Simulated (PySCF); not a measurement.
## Polarisability and C₆ of O⁺ (oxygen, charge +1)

[He] 2s2 2p3, high-spin 4S determinant. Computed with PySCF 2.14 in x2c-TZVPPall with one added diffuse shell each of s, p, d type (6s4p3d1f, 40 functions), with scalar relativity by spin-free X2C-1e. Coupled (time-dependent) response in atomic units; α is the mean over directions.

```json
{"method": "UHF", "mean α (bohr³)": "2.613", "C₆ (like pair)": "4.909", "S(−4)": "4.948"}
{"method": "PBE", "mean α (bohr³)": "2.680", "C₆ (like pair)": "5.272", "S(−4)": "4.323"}
{"method": "PBE0", "mean α (bohr³)": "2.627", "C₆ (like pair)": "5.104", "S(−4)": "4.276"}
{"method": "M06", "mean α (bohr³)": "2.530", "C₆ (like pair)": "4.807", "S(−4)": "3.968"}
{"method": "TPSSh", "mean α (bohr³)": "2.664", "C₆ (like pair)": "5.235", "S(−4)": "4.308"}
```

S(−4) is the Cauchy moment in α(ω) = α(0) + S(−4) ω² + …

α(iu) at PBE:

```
u (hartree)  α(iu) (bohr³)
          0          2.680
     0.0500          2.670
      0.100          2.638
      0.200          2.524
      0.300          2.363
      0.500          2.004
      0.750          1.604
       1.00          1.292
       1.50         0.8753
       2.00         0.6254
       3.00         0.3598
       5.00         0.1600
```

For an ion, C₆ is the dispersion term alone; charge-induced terms of lower order in 1/R come first.
